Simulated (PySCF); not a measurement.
## Steps of a relaxation of [AuF2]−

[AuF2]− (singlet). PySCF 2.14.0, RKS TPSS, Au def2-SVP with ECP60, F def2-SVP; non-relativistic Hamiltonian with scalar-relativistic core potentials where named; density fitting; no spin-orbit coupling. Origin of the start: template. Columns: position (Å) and force (eV/Å). Energies are counted from the last step; some of the 6 steps are shown. Forces carry noise of the integration grid, about 0.01 to 0.03 eV/Å.

Run from Python with OMP_NUM_THREADS=2. Where DIIS fails, smearing, a level shift and second-order steps follow.
It took 6.3 s on 2 threads of Arm Neoverse V1 (shared host), from the converged density of the start.

```xyz
3
step 0  E = 2.940 eV
Au    0.0000    0.0000    0.0000     0.00    0.00    0.00
F     0.0000    0.0000    1.6856     0.00    0.00   13.62
F     0.0000    0.0000   -1.6856     0.00    0.00  -13.62
```

```xyz
3
step 2  E = 0.038 eV
Au    0.0000    0.0000    0.0000     0.00    0.00    0.00
F     0.0000    0.0000    1.9289     0.00    0.00    0.92
F     0.0000    0.0000   -1.9289     0.00    0.00   -0.92
```

```xyz
3
step 3  E = 0.001 eV
Au    0.0000    0.0000    0.0000     0.00    0.00    0.00
F     0.0000    0.0000    1.9627     0.00    0.00    0.15
F     0.0000    0.0000   -1.9627     0.00    0.00   -0.15
```

**Question.** Where does the relaxation end?

**Answer.** It converges at step 5 in D∞h:
```xyz
3
step 5  E = 0
Au    0.0000    0.0000    0.0000
F     0.0000    0.0000    1.9697
F     0.0000    0.0000   -1.9697
```

**Question.** How did the contacts change?

**Answer.** 
| contact | start (Å) | end (Å) |
| --- | --- | --- |
| Au1–F2 (F) | 1.686 | 1.970 |
| Au1–F3 (F) | 1.686 | 1.970 |


No frequency check is given that shows the relaxed geometry to be a minimum.
